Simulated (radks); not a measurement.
Effect of the nuclear size on the copper ion Cu3+, [Ar] 3d8. Method: Dirac Kohn-Sham, PBE, spin-unpolarised, spherical densities, finite nucleus; open shells fill j = l - 1/2 first; Fermi nuclear charge, rms radius 3.8823 fm; computed with a radial shooting solver on a logarithmic mesh with Libxc functionals. The rms radius is varied about that value; shifts are against it.

rms radius (fm)  total energy shift (eV)  density at nucleus (e/bohr^3)  1s1/2 shift (meV)  2s1/2 shift (meV)  3s1/2 shift (meV)  4s1/2 (empty) shift (meV)
3.1602                           -0.0662                      2.244e+04              -28.2              -2.66             -0.401                     -0.048
3.6921                           -0.0187                      2.225e+04              -7.95             -0.752             -0.113                     -0.014
3.8823                                 0                       2.22e+04              0.000              0.000              0.000                      0.000
4.0997                            0.0225                      2.213e+04               9.54              0.903              0.136                      0.016
4.8218                             0.105                      2.194e+04               44.8               4.24              0.638                      0.076

Slopes of the eigenvalues against <r^2> in GHz/fm^2, as finite differences over the two radii next to the reference (eigenvalue slopes, not the field-shift constants of lines): 1s1/2 1330, 2s1/2 126, 3s1/2 19.0, 4s1/2 (empty) 2.27.
